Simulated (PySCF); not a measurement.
Problem. Write Cartesian coordinates for Cr(CH)F3 (`[CH]#[Cr]([F])([F])[F]`) as optimised with PBE0-D3(BJ)/def2-SVP. (Singlet state.)

Solution. 
```xyz
6
CHCrF3 angstrom
Cr     0.0487   -0.0032   -0.4860
C     -0.1052    0.0059    1.0799
H     -0.2133    0.0140    2.1728
F      1.7258    0.0036   -0.7649
F     -0.7356    1.4112   -1.0089
F     -0.7204   -1.4316   -0.9929
```

Orientation and origin are arbitrary. Atoms count from 1 in this order. All 3 Cr–F bonds measure 1.700 Å. Cr1 (chromium bonded to C and 3 F) is distorted tetrahedral (angles from 104.8° to 113.7°).

Bonds between heavy atoms (Å): Cr1–C2 1.573, Cr1–F4 1.700, Cr1–F5 1.700, Cr1–F6 1.700.

Method used: PySCF, PBE0-D3(BJ)/def2-SVP geometry optimisation, gas phase.

Point group: C3v (tolerance 0.08 Å). No PBE0-D3(BJ)/def2-SVP frequencies stand behind this structure, so it isn't proved a minimum.
